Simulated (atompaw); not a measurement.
**Cu (Z = 29): one change to a PAW (atompaw) potential, before and after**

Cu, PAW, made with atompaw 4.2.0.5 (PBEsol, scalar-relativistic). Core [Ar], reference 3d10 4s0 4p1. Waves: 4s (bound, empty): rc 1.75 bohr; 4s channel at 0.4 Ry: rc 1.75 bohr; 4p (bound): rc 3.00 bohr; 4p channel at 0.25 Ry: rc 3.00 bohr; 3d (bound): rc 1.05 bohr; 3d channel at 3.65 Ry: rc 1.05 bohr. Local part: ultrasoft scheme with l = 3 at 0.5 Ry, radius 2.65 bohr. Core correction: smooth core density matched at 1.95 bohr. Augmentation charge: besselshape compensation charge, radius 2.20 bohr; PAW radius 3.00 bohr; waves and projectors: custom polynom vanderbiltortho.

All-electron outer shells of the reference configuration (PBEsol, scalar-relativistic, ld1.x):

| shell | level (eV) | outermost node (bohr) | outermost maximum (bohr) |
| --- | --- | --- | --- |
| 3s | -116.54 | 0.29 | 0.61 |
| 3p | -74.15 | 0.26 | 0.62 |
| 3d | -7.18 | – | 0.60 |
| 4s | -6.06 | 0.89 | 2.21 |
| 4p | -1.70 | 0.97 | 3.35 |

Change: augmentation besselshape compensation charge, radius 2.20 bohr; PAW radius 3.00 bohr; waves and projectors: custom rrkj gramschmidtortho.

Cutoffs: the cutoffs (Ry, on a coarse ladder) from which the occupation-weighted sum of valence levels, in a spherical-Bessel basis at the reference potential, stays within 10 and 1 mRy of its value at 400 Ry; they do not see the model core or the augmentation charge, which bear on the density cutoff.

What does the change do?

The potential gets neither clearly harder nor softer (140 Ry and 230 Ry → 140 Ry and 230 Ry); the range in which the s phases agree widens (upper end 2.5 → at the end of the scan); neither file shows a bound ghost.

| quantity | base | changed |
| --- | --- | --- |
| cutoff, loose | 140 Ry | 140 Ry |
| cutoff, tight | 230 Ry | 230 Ry |
| loose cutoff by channel (10 mRy a level) | p 6 Ry, d 80 Ry | p 6 Ry, d 90 Ry |
| bound ghosts | none | none |
| s: phases at 3.02 bohr within 0.05 rad from the reference energy up to (Ry; the scan ends near 5) | 2.5 | to the end of the scan |
| p: phases at 3.02 bohr within 0.05 rad from the reference energy up to (Ry; the scan ends near 5) | 3.1 | 2.8 |
| d: phases at 3.02 bohr within 0.05 rad from the reference energy up to (Ry; the scan ends near 5) | to the end of the scan | to the end of the scan |
| lowest overlap eigenvalue by channel | s 0.94, p 0.67, d 0.99 | s 0.65, p 0.78, d 1.00 |

 The cutoffs see the waves, projectors and local potential, not the compensation charge or the core.
